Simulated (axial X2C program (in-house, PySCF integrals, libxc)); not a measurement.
# Spin–orbit effects down a group: molecules with Na, MP2

Calculated with an in-house all-electron X2C program for linear molecules (integrals from PySCF), spin-free (one-electron X2C) or two-component (2c: spin–orbit coupling with atomic mean-field Coulomb and Gaunt terms, which also bring small scalar terms), in Dyall basis sets with cores contracted in-house; open shells are unrestricted.

Basis sets: Ag dyall-cv3z, Au dyall-cv3z, Cu dyall-cv3z, Na dyall-cv3z. Frozen shells (counts by l): NaCu Cu 3s2p, Na 2s1p, 12 electrons correlated; NaAg Ag 4s3p1d, Na 2s1p, 12 electrons correlated; NaAu Au 5s4p2d1f, Na 2s1p, 12 electrons correlated. Where the outer core of a metal is frozen, bonds come out longer and ionisation energies lower.

```tsv
molecule	spin-free state	Re (Å)	ωe (cm⁻¹)	De (eV)	2c state	Re 2c (Å)	ωe 2c (cm⁻¹)	De 2c (eV)
NaCu	M_S = 0, Λ = 0	2.559	221.1	1.29	Ω = 0	2.559	220.9	1.29
NaAg	M_S = 0, Λ = 0	2.659	213.1	1.41	Ω = 0	2.659	213.0	1.41
NaAu	M_S = 0, Λ = 0	2.592	250.8	2.55	Ω = 0	2.593	250.9	2.58
```

**Question.** Work out the shifts from the spin-free to the two-component result.

**Answer.** 

```tsv
molecule	2c state	ΔRe (Å)	Δωe (cm⁻¹)	ΔDe (eV)
NaCu	Ω = 0	0.000	-0.2	0.00
NaAg	Ω = 0	0.000	-0.1	0.00
NaAu	Ω = 0	0.001	0.1	0.03
```

Shifts of one unit in the last digit are rounding.

Each entry is the lowest single determinant of a limited PBE0 search at one distance. De goes to single-determinant-based atoms at the same level (for ions the charge split of lowest energy) and is withheld (n/a) where an atom does not fit its ground term or J level. Main or longest-lived isotopes.
